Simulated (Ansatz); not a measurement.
`CC(C)(C)[NH][Zr]([F])([F])[F]` + `[F][Ga]([F])[SH]` → `C[S][Ga]([F])[F]` + `CC(C)[NH][Zr]([F])([F])[F]`  (substitution at a C–C bond)

Computed with Ansatz on PBE0-D4/def2-TZVP structures; ΔE is electronic, products minus reactants. CCSD(T)/CBS adds triple-zeta CCSD(T) − MP2 to the extrapolated MP2 energy (def2 sets, frozen cores). DFT in def2-TZVPP. HSE06 is defined as in plane-wave codes. Elements past krypton have def2 core potentials. For Ga, Zr outer-core shells are correlated without core-valence functions, which leaves a few kJ/mol of doubt a bond. Scalar relativity is left out up to krypton. Each species was taken in one conformer, which may not be the lowest.

`CC(C)(C)[NH][Zr]([F])([F])[F]`:

Cartesian coordinates in Å:
```
C -0.405 -1.308 -0.328
C 0.465 -0.197 0.250
C 1.840 -0.221 -0.413
C 0.606 -0.382 1.758
N -0.194 1.080 -0.031
Zr -1.929 1.411 -0.991
F -2.174 3.299 -0.994
F -3.353 0.511 -0.080
F -1.829 0.705 -2.768
H 0.043 -2.286 -0.145
H -1.397 -1.317 0.138
H -0.515 -1.202 -1.412
H 2.351 -1.168 -0.219
H 1.747 -0.091 -1.493
H 2.469 0.585 -0.025
H -0.374 -0.367 2.238
H 1.210 0.421 2.190
H 1.094 -1.331 1.992
H 0.346 1.859 0.333
```

`[F][Ga]([F])[SH]`:

```xyz
5

F    -0.003   -1.172   -1.919
Ga    0.211   -0.303   -0.432
F     1.846   -0.239    0.157
S    -1.436    0.633    0.613
H    -0.617    1.081    1.581
```

`C[S][Ga]([F])[F]`:

```xyz
8

C    -0.200   -0.203   -1.365
S     1.289    0.102   -0.357
Ga    0.393    0.255    1.601
F    -1.331    0.101    1.822
F     1.282    0.538    3.067
H    -0.926    0.599   -1.258
H     0.149   -0.234   -2.397
H    -0.657   -1.157   -1.114
```

`CC(C)[NH][Zr]([F])([F])[F]`:

Cartesian coordinates in Å:
```
C 1.582 -0.052 1.222
C 0.553 -0.661 0.284
C -0.821 -0.715 0.930
N 0.467 0.087 -0.964
Zr -1.141 0.989 -1.773
F -2.510 -0.307 -2.100
F -1.843 2.282 -0.549
F -0.530 1.799 -3.384
H 1.293 0.967 1.492
H 1.672 -0.641 2.139
H 2.568 -0.012 0.752
H 0.859 -1.693 0.058
H -1.557 -1.188 0.272
H -0.795 -1.295 1.854
H -1.168 0.292 1.191
H 1.369 0.148 -1.424
```

| level | ΔE (kJ/mol) | difference from CCSD(T)/CBS |
| --- | --- | --- |
| r2SCAN-D4 | 25.6 | -3.7 |
| HSE06-D4 | 23.6 | -5.7 |
| BHLYP-D4 | 24.7 | -4.6 |
| B2PLYP | 23.6 | -5.7 |
| r2SCANh | 24.8 | -4.5 |
| r2SCAN0 | 25.6 | -3.7 |
| HSE06 | 20.5 | -8.8 |
| BHLYP | 21.3 | -8.0 |
| MP2/def2-TZVPP | 35.7 | 6.4 |
| HF/def2-QZVPP | 20.6 | -8.7 |
| CCSD(T)/CBS | 29.3 | 0 |

Largest T1 diagnostic among the species: 0.015.

At CCSD(T), def2-SVP lies +18.1 kJ/mol from the extrapolated value and def2-TZVPP +4.8 kJ/mol. Leaving LDA and LC-ωPBE aside and taking each functional with its dispersion term where it has one, the values, not all of them listed here, spread over 10.2 kJ/mol, from BLYP-D4 to B97M-V. LDA lies +14.5 kJ/mol from PBE without D4. The D4 term adds +5.6 kJ/mol with B3LYP and +3.4 kJ/mol with PBE0; it sums over pairs of atoms, weighted by their polarisabilities, and B3LYP, whose exchange is more repulsive, gets the larger term.

B3LYP here is the variant with VWN-RPA as its local correlation; programs differ in this.
